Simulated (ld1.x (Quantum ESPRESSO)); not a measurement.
Tl (Z = 81): one change to a TM potential, before and after

| Property | Result |
| --- | --- |
| Element | thallium |
| Generator | ld1.x (Quantum ESPRESSO) 7.5 |
| Type | norm-conserving Troullier–Martins (Kleinman–Bylander form) |
| Functional | PBE |
| Relativity | scalar-relativistic |
| Frozen core | [Xe] 4f14 5d10 |
| Valence charge | 3 |
| Reference configuration | 6s2 6p1 |
| Partial waves | 6s (bound): rc 2.20 bohr; 6p (bound): rc 2.45 bohr |
| Local potential | all-electron potential smoothed inside 2.20 bohr (lloc = -2) |
| Core correction | none |

Change: local potential all-electron potential smoothed inside 1.14 bohr (lloc = -2).

Cutoffs: the cutoffs (Ry, on a coarse ladder) from which the occupation-weighted sum of valence levels, in a spherical-Bessel basis at the reference potential, stays within 10 and 1 mRy of its value at 400 Ry; they do not see the model core or the augmentation charge, which bear on the density cutoff. Errors are all-electron minus pseudo energies relative to the spin-unpolarised reference configuration.

Q: Predict the effect on cutoff, ghosts and configuration errors.

A: The potential gets neither clearly harder nor softer (18 Ry and 30 Ry → 18 Ry and 30 Ry); a bound ghost appears in d, p, s, which as a rule spoils a file; of the 7 tests that both files solve, the error grows in 1 and shrinks in 0 by more than 15 % and 0.3 meV (median size 35.0 → 33.5 meV); the range in which the p phases agree widens (upper end 2.0 → 3.7). In the separable form a ghost depends on how the local part lies against the semilocal potential of the channel, so the choice of the local part can create or remove one.

| quantity | base | changed |
| --- | --- | --- |
| cutoff, loose | 18 Ry | 18 Ry |
| cutoff, tight | 30 Ry | 30 Ry |
| bound ghosts | none | s, p, d |
| error for 6s2 6p0, meV [ΔE 5.17 eV] | +48 | +48 |
| error for 6s1 6p0, meV [ΔE 25.95 eV] | +110 | +106 |
| error for 6s2 6p0.5, meV [ΔE 1.85 eV] | +8.9 | +8.7 |
| error for 6s2 6p1.3, meV [ΔE -0.49 eV] | +2.2 | +2.1 |
| error for 6s1 6p1, meV [ΔE 13.44 eV] | -5.4 | -11 |
| error for 6s1 6p2, meV [ΔE 7.40 eV] | +35 | +33 |
| error for 6s0 6p3, meV [ΔE 15.21 eV] | +189 | +185 |
| s: phases at 2.65 bohr within 0.05 rad from the reference energy up to (Ry; the scan ends near 5) | 1.8 | 2.3 |
| p: phases at 2.65 bohr within 0.05 rad from the reference energy up to (Ry; the scan ends near 5) | 2.0 | 3.7 |

 A true bound ghost makes a file unfit for plane-wave use even where its test errors are small: the radial tests pick states by their node count and pass the ghost by.
